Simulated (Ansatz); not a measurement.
Two structures of BHClF3, closed shell, reached by relaxing down either side of one saddle point (PBE0-D4/def2-TZVP). Energies are electronic, without zero-point energy. Ansatz 0.2.0; basis: def2-TZVPP and def2-QZVPP; cores frozen in the correlated methods. Extrapolation: Hartree–Fock as exp(−7.88 √X), correlation as X^−2.97. First:

| atom | x (Å) | y (Å) | z (Å) |
| --- | --- | --- | --- |
| B1 | -0.5203 | -0.3895 | -0.8001 |
| F2 | 0.4572 | -1.2367 | -0.5590 |
| F3 | -0.3442 | 0.5808 | -1.6644 |
| F4 | -1.6894 | -0.5638 | -0.2324 |
| H5 | 1.4999 | 0.3554 | 1.6930 |
| Cl6 | 0.5968 | 1.2539 | 1.5628 |

Second:

| atom | x (Å) | y (Å) | z (Å) |
| --- | --- | --- | --- |
| B1 | -0.7143 | 0.4701 | -0.2952 |
| F2 | 1.1518 | -1.2609 | 0.0741 |
| F3 | -0.2936 | 0.7036 | -1.5122 |
| F4 | -1.6339 | -0.4369 | -0.0853 |
| H5 | 1.6472 | -0.9502 | 0.7878 |
| Cl6 | -0.1572 | 1.4744 | 1.0308 |

(1) Which bonds change from the first to the second?

(2) Give the saddle point's structure and its height above each. (To be estimated.)

T1 diagnostic: at most 0.012.

Answers

(1) BF₃ ([F][B]([F])[F]) + HCl → BClF₂ ([F][B]([F])[Cl]) + HF; bonds formed: B1–Cl6, F2–H5; bonds broken: B1–F2, H5–Cl6.

(2) The calculation gives: 134.2 kJ/mol above the first and 74.2 kJ/mol above the second (CCSD(T) at an estimated basis limit (MP2 extrapolated from triple and quadruple zeta, plus CCSD(T) − MP2 in triple zeta)).
B1  (-0.375, 0.010, -0.344)
F2  (0.768, -0.982, -0.063)
F3  (-0.184, 0.619, -1.498)
F4  (-1.541, -0.535, -0.054)
H5  (1.012, -0.230, 0.767)
Cl6  (0.320, 1.117, 1.194)
(Å)

Labels in which every atom is bracketed show which atoms are joined, not bond orders.

For scale, one of the runs: CCSD(T)/def2-TZVPP, 180 basis functions, launched by `ansatz run in.yaml --threads 4 --pin off --events-out ev --progress --plain --max-ram 9574MiB`. Time: 13 s of wall clock on 4 CPU threads of an Arm Neoverse V2; the host was shared. Peak host memory: 1.3 GiB.
